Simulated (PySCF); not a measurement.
PBE on Sb⁻ (antimony, charge -1), [Kr] 4d10 5s2 5p4, high-spin 3P determinant. Computed with PySCF 2.14 in aug-cc-pVDZ-PP with ECP28MDF (5s4p3d, 32 functions), with a scalar-relativistic core potential.

```
cycle= 1 E= -240.23513285585  delta_E= -0.00847  |g|= 0.0164  |ddm|= 0.471
cycle= 2 E= -240.235158710713  delta_E= -2.59e-05  |g|= 0.0126  |ddm|= 0.112
cycle= 3 E= -240.235380084655  delta_E= -0.000221  |g|= 0.0078  |ddm|= 0.0837
cycle= 4 E= -240.235430980688  delta_E= -5.09e-05  |g|= 0.000334  |ddm|= 0.0248
cycle= 5 E= -240.235431309107  delta_E= -3.28e-07  |g|= 2.79e-05  |ddm|= 0.00285
cycle= 6 E= -240.235431312599  delta_E= -3.49e-09  |g|= 1.11e-06  |ddm|= 0.000351
cycle= 7 E= -240.2354313126  delta_E= -1.9e-12  |g|= 2.08e-07  |ddm|= 8.67e-06
converged SCF energy = -240.2354313126  <S^2> = 2.0054553  2S+1 = 3.0036347
```

Highest occupied orbital energy: 1.494 eV; ⟨L²⟩ = 2.02; populations by l: s 4.00, p 10.00, d 10.00.

Task: Can this result be used?

Result: With care. Self-consistency was reached. Energies and moments cover only the electrons outside the core potential. At PBE the highest occupied level has a positive energy, so only the finite basis holds that electron; in a semilocal or global hybrid functional this comes from self-interaction and does not mean that the real anion is unbound.
